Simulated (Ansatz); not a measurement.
Problem. Name a neutral molecule of C, N, O, Si and H with HOMO–LUMO gap (PBE/def2-TZVPP) between 5.40 and 5.70 eV and HOMO–LUMO gap (PBE0/def2-TZVPP) between 7.80 and 8.10 eV (Ansatz, PBE0-D4/def2-TZVP geometry).

Solution. `N[SiH](O)CO` (5.45 eV, 7.83 eV); `NC1([SiH3])CO1` (5.66 eV, 7.99 eV); `CC(N)O[SiH3]` (5.56 eV, 7.92 eV); `C[SiH2]OCN` (5.67 eV, 8.00 eV); `NC(=O)N[SiH3]` (5.59 eV, 8.04 eV); `N[SiH2]NCO` (5.62 eV, 7.81 eV). Other molecules can fit too; these were computed, each in one conformer that needn't be the lowest.
